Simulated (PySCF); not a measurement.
## Correlation energy of Au+ (gold, charge +1)

[Xe] 4f14 5d9 6p1, one real determinant (an excited configuration). Computed with PySCF 2.14 in ANO-RCC-VTZP, with the spin-free X2C one-electron Hamiltonian (Gaussian nucleus). Frozen: [Kr] 4d10 4f14; 18 electrons correlated.

```tsv
level	correlation energy (mhartree)
CCSD	-471.90
(T)	-14.43
CCSD(T)	-486.33
```

Diagnostics: T1 = 0.0089, D1 = 0.0367, largest double amplitude 0.048.

The real determinant used has ⟨L²⟩ near 8 against 12 for a pure F term, so it mixes terms. Spin-orbit coupling, absent here, splits the open shell strongly.

Cost of the coupled-cluster step: of the order of 40 core-seconds, for 18 correlated electrons.

Iterations:

```
CC2 = 0
CCSD nocc = (np.int64(10), np.int64(8)), nmo = (54, 54)
frozen orbitals [[0, 1, 2, 3, 4, 5, 6, 7, 8, 9, 10, 11, 12, 13, 14, 15, 16, 17, 18, 19, 20, 21, 22, 24, 25, 26, 27, 28, 29, 30], [0, 1, 2, 3, 4, 5, 6, 7, 8, 9, 10, 11, 12, 13, 14, 15, 16, 17, 18, 19, 20, 21, 22, 24, 25, 26, 27, 28, 29, 30]]
max_cycle = 100
direct = 0
conv_tol = 1e-08
conv_tol_normt = 1e-06
diis_space = 8
diis_start_cycle = 0
Init t2, MP2 energy = -0.482981956693545
Init E_corr(UCCSD) = -0.482981956695893
cycle = 1  E_corr(UCCSD) = -0.46101947444446  dE = 0.0219624823  norm(t1,t2) = 0.0614041
cycle = 2  E_corr(UCCSD) = -0.470590784242101  dE = -0.0095713098  norm(t1,t2) = 0.0215363
cycle = 3  E_corr(UCCSD) = -0.470523671623675  dE = 6.71126184e-05  norm(t1,t2) = 0.01216
cycle = 4  E_corr(UCCSD) = -0.470554869874836  dE = -3.11982512e-05  norm(t1,t2) = 0.0391681
cycle = 5  E_corr(UCCSD) = -0.471813902667405  dE = -0.00125903279  norm(t1,t2) = 0.128516
cycle = 6  E_corr(UCCSD) = -0.471896061475347  dE = -8.21588079e-05  norm(t1,t2) = 0.00323205
cycle = 7  E_corr(UCCSD) = -0.471803289961351  dE = 9.2771514e-05  norm(t1,t2) = 0.00191252
cycle = 8  E_corr(UCCSD) = -0.471941131138143  dE = -0.000137841177  norm(t1,t2) = 0.00119814
cycle = 9  E_corr(UCCSD) = -0.471903091625449  dE = 3.80395127e-05  norm(t1,t2) = 0.000472769
cycle = 10  E_corr(UCCSD) = -0.4718961825316  dE = 6.90909385e-06  norm(t1,t2) = 0.000182638
cycle = 11  E_corr(UCCSD) = -0.471903936918872  dE = -7.75438727e-06  norm(t1,t2) = 8.82752e-05
cycle = 12  E_corr(UCCSD) = -0.471903392557922  dE = 5.4436095e-07  norm(t1,t2) = 2.28848e-05
cycle = 13  E_corr(UCCSD) = -0.471903233472143  dE = 1.59085778e-07  norm(t1,t2) = 7.83184e-06
cycle = 14  E_corr(UCCSD) = -0.471903354337178  dE = -1.20865035e-07  norm(t1,t2) = 0.00022119
cycle = 15  E_corr(UCCSD) = -0.471903223682509  dE = 1.30654669e-07  norm(t1,t2) = 6.81421e-06
cycle = 16  E_corr(UCCSD) = -0.471903291557286  dE = -6.78747769e-08  norm(t1,t2) = 1.72773e-06
cycle = 17  E_corr(UCCSD) = -0.471903340113027  dE = -4.8555741e-08  norm(t1,t2) = 9.22988e-07
cycle = 18  E_corr(UCCSD) = -0.471903340218204  dE = -1.05176867e-10  norm(t1,t2) = 5.22887e-07
UCCSD converged
E(UCCSD) = -19007.98997024457  E_corr = -0.4719033402182041
UCCSD(T) correction = -0.0144284044471625
```

The basis was made for the ground configuration and has no added diffuse functions, which can raise the energy of the promoted electron.

The reference is one real determinant that mixes LS terms of this configuration.
